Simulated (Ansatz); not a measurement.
Total energies of Ge(CF3)Me3 (C₄H₉F₃Ge) from Ansatz at PBE0-D4/def2-SVP, gas phase (1 Eh = 27.2114 eV = 2625.5 kJ/mol). The reference geometry is relaxed at PBE0-D4/def2-SVP.

```xyz
17

Ge    0.060   -0.020    0.097
C    -0.977    0.328   -1.577
F    -0.753   -0.611   -2.514
F    -0.658    1.513   -2.130
F    -2.303    0.347   -1.354
C    -0.374    1.429    1.321
H     0.164    1.304    2.272
H    -1.454    1.443    1.532
H    -0.092    2.398    0.885
C     1.938   -0.023   -0.413
H     2.575   -0.212    0.464
H     2.221    0.948   -0.845
H     2.133   -0.807   -1.160
C    -0.532   -1.753    0.757
H    -0.334   -2.536    0.012
H    -1.612   -1.736    0.966
H    -0.003   -2.013    1.686
```

```
                 state   geometry  energy (Eh)
      charge 0 singlet  reference  -2533.07741
     charge -1 doublet  reference  -2532.97946
free Ge atom (triplet)          –  -2076.39507
 free C atom (triplet)          –    -37.76066
 free F atom (doublet)          –    -99.54906
 free H atom (doublet)          –     -0.50029
```

Q: Work out the vertical electron affinity, to the doublet.

A: E(charge 0 singlet) − E(charge -1 doublet) = -2533.07741 − (-2532.97946) = -0.09795 Eh = -2.67 eV; negative, so the extra electron isn't bound. The basis lacks diffuse functions, which makes affinities too small.

Q: What is the binding energy per atom against free atoms?

A: Atoms: 1 × (-2076.39507) + 4 × (-37.76066) + 3 × (-99.54906) + 9 × (-0.50029) = -2530.58750 Eh. Binding: -2530.58750 − (-2533.07741) = 2.48991 Eh = 67.75 eV, or 3.99 eV for each of 17 atoms (no zero-point energy, no counterpoise term).

At PBE0-D4/def2-SVP the highest occupied level of the charge -1 doublet lies above zero (up to 4.08 eV). By energy differences it is unbound by 2.67 eV (vertical, against the charge 0 singlet, at PBE0-D4/def2-SVP) and held by the finite basis.
